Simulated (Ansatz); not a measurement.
C3H4Si, SMILES `C#C[C][SiH3]` (excited singlet) (charge 0, multiplicity 1). This singlet is an excited state, 0.64 eV above the relaxed triplet at the level B3LYP/cc-pVTZ // PBE0-D3(BJ)/def2-TZVP (Ansatz, an electronic-structure program).

Cartesian coordinates (Å):
```xyz
8

C      2.6200    -0.9270     0.2179
C      1.3967    -0.4226     0.1519
C      0.1918    -0.0945     0.1376
Si    -1.5663     0.3421     0.0640
H      3.4473    -0.2529    -0.0217
H     -1.7761     1.7694     0.4101
H     -2.3845    -0.5101     0.9612
H     -1.9289     0.0955    -1.3553
```
Charge 0, spin multiplicity 1.

Frozen-core energies in cc-pVDZ from Ansatz at a geometry from PBE0-D3(BJ)/def2-TZVP; the HF reference has <S^2> = 0.00 (restricted, and unstable towards unrestricted orbitals) and the T1 diagnostic is 0.023.

```
level     energy (Ha)  difference from CCSDT(Q) (mHa)
--------  -----------  ------------------------------
HF         -404.69519                          526.03
MP2        -405.14604                           75.18
CCSD       -405.19432                           26.89
CCSD(T)    -405.21694                            4.28
CCSDT      -405.21886                            2.35
CCSDT(Q)   -405.22122                            0.00
```
